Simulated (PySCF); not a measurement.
## Computed vibrations of Nd(NH2)3

Nd(NH2)3 (singlet in the valence; each metal's 4f electrons, 3 of them, lie in its core potential, out of spins and levels). PySCF 2.14.0, RKS B3LYP, Nd lcecp-1-SVP with ECP49, N def2-SVP, H def2-SVP; non-relativistic Hamiltonian with scalar-relativistic core potentials where named; density fitting; no spin-orbit coupling. Central differences of gradients.

```xyz
10

Nd   -0.0049   -0.0047    0.0652
N     2.2434    0.0165    0.0430
H     2.8506    0.8401    0.0165
H     2.8759   -0.7852   -0.0279
N    -1.1049    1.9386   -0.1923
H    -0.7119    2.8842   -0.1999
H    -2.1023    2.0610   -0.3896
N    -1.0962   -1.9169   -0.3907
H    -0.7198   -2.8638   -0.4900
H    -2.0961   -2.0029   -0.5934
```

Run from Python with OMP_NUM_THREADS=2. Where DIIS fails, smearing, a level shift and second-order steps follow.
It took 4.8 min on 2 threads of Arm Neoverse V1, on a shared host.

Question: What are the harmonic wavenumbers and infrared intensities?

Answer: Negative numbers are unstable modes, those under 60 cm⁻¹ near the noise; a finer grid moves soft modes by up to 10 cm⁻¹.
```json
{"cm⁻¹": "32", "km/mol": "12.0", "symmetry": ""}
{"cm⁻¹": "103", "km/mol": "0.0", "symmetry": ""}
{"cm⁻¹": "105", "km/mol": "0.0", "symmetry": ""}
{"cm⁻¹": "280", "km/mol": "0.0", "symmetry": ""}
{"cm⁻¹": "287", "km/mol": "0.0", "symmetry": ""}
{"cm⁻¹": "292", "km/mol": "0.0", "symmetry": ""}
{"cm⁻¹": "303", "km/mol": "0.0", "symmetry": ""}
{"cm⁻¹": "388", "km/mol": "8.8", "symmetry": ""}
{"cm⁻¹": "393", "km/mol": "8.9", "symmetry": ""}
{"cm⁻¹": "508", "km/mol": "3.5", "symmetry": ""}
{"cm⁻¹": "509", "km/mol": "18.7", "symmetry": ""}
{"cm⁻¹": "511", "km/mol": "1.1", "symmetry": ""}
{"cm⁻¹": "516", "km/mol": "215.0", "symmetry": ""}
{"cm⁻¹": "518", "km/mol": "208.9", "symmetry": ""}
{"cm⁻¹": "523", "km/mol": "516.0", "symmetry": ""}
{"cm⁻¹": "1518", "km/mol": "18.9", "symmetry": ""}
{"cm⁻¹": "1518", "km/mol": "17.0", "symmetry": ""}
{"cm⁻¹": "1523", "km/mol": "2.7", "symmetry": ""}
{"cm⁻¹": "3468", "km/mol": "3.6", "symmetry": ""}
{"cm⁻¹": "3471", "km/mol": "3.3", "symmetry": ""}
{"cm⁻¹": "3473", "km/mol": "2.1", "symmetry": ""}
{"cm⁻¹": "3544", "km/mol": "0.5", "symmetry": ""}
{"cm⁻¹": "3547", "km/mol": "0.6", "symmetry": ""}
{"cm⁻¹": "3549", "km/mol": "0.6", "symmetry": ""}
```

Question: Is this a minimum?

Answer: Yes, within the noise of the softest modes. Ideal gas at 298.15 K and 1 bar: S = 399.1 J/(mol K), Cp = 130.1 J/(mol K), H − H(0 K) = 25.6 kJ/mol (rigid rotor, harmonic modes, spin degeneracy alone, that of the 4f electrons in the core included; the modes under 60 cm⁻¹ make these uncertain).

An lcecp potential fixes the number of 4f electrons, so in runs with it no electron can move into or out of that shell.
